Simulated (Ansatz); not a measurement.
```yaml
crystal:
  periodic: [false, false, false]
  atoms:
    - {symbol: Sn, position_ang: [1.200461, -1.073244, 1.637327]}
    - {symbol: Sn, position_ang: [-0.027837, 1.548383, 0.744595]}
    - {symbol: Sn, position_ang: [-0.192984, -1.353265, -1.042941]}
    - {symbol: Sn, position_ang: [1.934673, 0.377654, -0.791665]}
    - {symbol: Sn, position_ang: [-1.259790, 1.133035, -1.722522]}
    - {symbol: Sn, position_ang: [-1.654522, -0.632563, 1.175206]}
basis:
  gaussian: {orbitals: def2-SVP}
total_charge: 1
magnetization: {spin_polarized: true, initial_magnetization: 1}
hamiltonian: {xc: {name: B2GP-PLYP}}
output: {forces: true}
```

```sh
$ ansatz run in.yaml --threads 4 --pin off --events-out ev --progress --plain --max-ram 6963MiB
```

It prints (some lines left out):

```
Functional definition: B2GP-PLYP
2052 factors; integrals over basis functions are off by at most 6.7e-5 eV
mean field evaluation 1: about -34921.5330 eV, gradient 1.5e1 eV
mean field evaluation 2: about -34921.5679 eV, gradient 1.5e1 eV
mean field evaluation 4: about -34923.1527 eV, gradient 1.4e0 eV
mean field evaluation 8: about -34923.1798 eV, gradient 2.8e-1 eV
mean field evaluation 16: about -34923.1814 eV, gradient 3.8e-3 eV
mean field evaluation 32: about -34923.1814 eV, gradient 1.5e-5 eV
mean field -34923.18142916 eV, -1283.4032457389 hartree, gradient 9.3e-6 eV, S^2 0.774837; 6 other end points of the search recorded, 0 dependent functions left out
24 core orbitals not correlated: weight in the atoms' cores, before any rotation towards them, 1.000 or more for the frozen orbitals, at most 0.000 for the correlated occupied ones
reference -34923.18154058 eV, -1283.4032498337 hartree; 42, 41 occupied and 90, 91 virtual orbitals, 2052 factors
second order -21.19366085 eV of doubles, -0.00000000 eV of singles
Total energy: -34930.81125849 eV, -1283.6836367951 hartree
Atom 0 at     1.200461    -1.073244     1.637327 Å, force     0.730991    -0.664003     1.001690 eV/Å
Atom 1 at    -0.027837     1.548383     0.744595 Å, force     0.111383     1.561389     1.025251 eV/Å
Atom 2 at    -0.192984    -1.353265    -1.042941 Å, force    -0.047654    -1.617546    -0.935938 eV/Å
Atom 3 at     1.934673     0.377654    -0.791665 Å, force     1.499720     0.401426    -0.802050 eV/Å
Atom 4 at    -1.259790     1.133035    -1.722522 Å, force    -0.825017     0.741419    -1.126026 eV/Å
Atom 5 at    -1.654522    -0.632563     1.175206 Å, force    -1.469423    -0.422685     0.837073 eV/Å
Dipole moment:    -0.022141     0.019344    -0.029588 e Å
```

Hardware: 4 threads of Arm Neoverse V1 on a shared host. Wall time 74 s, peak host memory 1.3 GiB.

In the def2 sets Sn takes a core potential; there is no spin–orbit coupling. Correlated methods freeze 24 core orbitals; core or outer-core shells of Sn are correlated, in sets that lack core-valence functions.

The dipole of an ion depends on the origin.
